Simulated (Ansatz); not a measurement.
Computed with Ansatz on PBE0-D4/def2-TZVP structures; ΔE is electronic, products minus reactants. CBS: MP2 limit from def2 TZ/QZ plus the TZ coupled-cluster correction, frozen cores. This one scheme is used for every species. DFT in def2-TZVPP. For Ga outer-core shells are correlated without core-valence functions, which leaves a few kJ/mol of doubt a bond. Scalar relativity is left out up to krypton. One conformer a species, not always the lowest.

`O[CH2][Ga]([OH])[F]` + HCl → `[OH][Ga]([F])[Cl]` + CH₃OH  (ligand exchange at a Ga–C bond)

| level | ΔE (kJ/mol) |
| --- | --- |
| r2SCAN-D4 | -127.2 |
| CCSD/CBS(def2) | -128.0 |

(1) What does CCSD(T)/CBS give? (An estimate is asked.)

Largest T1 diagnostic among the species: 0.014.

## Answers

(1) The calculation gave: -124.8 kJ/mol. The listed levels differ from it by -2.4, -3.2 kJ/mol.

In def2-TZVPP, CCSD(T) changes the Hartree–Fock value by +33.0 kJ/mol (the triples alone add +3.2 kJ/mol) and MP2 by +30.5 kJ/mol. From PBE to PBE0 (25 % exact exchange), in def2-TZVPP and without D4, ΔE moves by −10.8 kJ/mol.
